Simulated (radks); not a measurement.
Isoelectronic series with 30 electrons, all held in the configuration [Ar] 3d10 4s2, which need not be the ground one along the series. Method: Dirac Kohn-Sham, BLYP, spin-unpolarised, spherical densities, point nucleus; computed with a radial shooting solver on a logarithmic mesh with Libxc functionals. Total energies (hartree) and mean radii <r> (bohr):

| ion | E (hartree) | 4s1/2 | 3d5/2 | 3d3/2 | 3p3/2 |
|---|---|---|---|---|---|
| Zn | -1796.45890 | 2.654 | 0.9163 | 0.9075 | 0.7168 |
| Ge2+ | -2098.49603 | 1.942 | 0.7343 | 0.7292 | 0.6504 |
| Se4+ | -2426.71377 | 1.591 | 0.6256 | 0.6215 | 0.5919 |
| Kr6+ | -2781.13491 | 1.364 | 0.5494 | 0.5457 | 0.5417 |
| Sr8+ | -3161.88208 | 1.200 | 0.4917 | 0.4883 | 0.4987 |
| Zr10+ | -3569.12941 | 1.075 | 0.4461 | 0.4428 | 0.4617 |
| Mo12+ | -4003.08628 | 0.9750 | 0.4088 | 0.4055 | 0.4296 |
| Ru14+ | -4463.99079 | 0.8929 | 0.3775 | 0.3743 | 0.4016 |
